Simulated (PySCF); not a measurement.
(CF3)2C(OH)2, C3H2F6O2.
SMILES: `OC(O)(C(F)(F)F)C(F)(F)F`

Torsions of this conformer, `[OH:1][C:2]([OH:3])([C:4]([F:5])([F:6])[F:7])[C:8]([F:9])([F:10])[F:11]`: O1–C2–C4–F5 171°, O1–C2–C8–F9 -66°, H–O1–C2–O3 60°, H–O3–C2–O1 61°.

The closed-shell ground state was solved at several levels (PySCF, density fitting, gas phase, non-relativistic). Isolated species at its PBE0-D3(BJ)/def2-TZVP geometry (one conformer only).

```tsv
level	basis functions	total energy (Eh)	HOMO (eV)	LUMO (eV)	gap (eV)	dipole (D)
B97-2/pcSseg-2	424	-865.1335	-9.31	0.25	9.56	2.17
wB97X-D/pcSseg-2	424	-865.1635	-11.58	2.01	13.59	2.17
PBE0/pcSseg-2	424	-864.5676	-9.63	0.21	9.84	2.19
```

What might KT3/pcSseg-2 (424 basis functions) give for the same quantities?

Total energy -876.1835 Eh, HOMO -7.98 eV, LUMO -0.80 eV, gap 7.18 eV, dipole 2.08 D.

Over all these levels, which gives the widest orbital gap and which the narrowest?

wB97X-D/pcSseg-2 (range-separated hybrid) has the widest, 13.59 eV, and KT3/pcSseg-2 (GGA) the narrowest, 7.18 eV. From the narrowest to the widest the HOMO moves by -3.60 eV and the LUMO by +2.81 eV.

In the pcSseg-2 basis, how does the gap go with the fixed share of exact exchange?

KT3 (0 %) 7.18 eV; B97-2 (21 %) 9.56 eV; PBE0 (25 %) 9.84 eV. Each rise in the share widens the gap here.

How far do the dipole and the HOMO energy spread over the levels?

The dipole runs from 2.08 to 2.19 D (mean 2.15 D) and the HOMO from -11.58 to -7.98 eV.

Note: wB97X-D ran without an empirical dispersion term, which enters the total energy and its gradient alone.
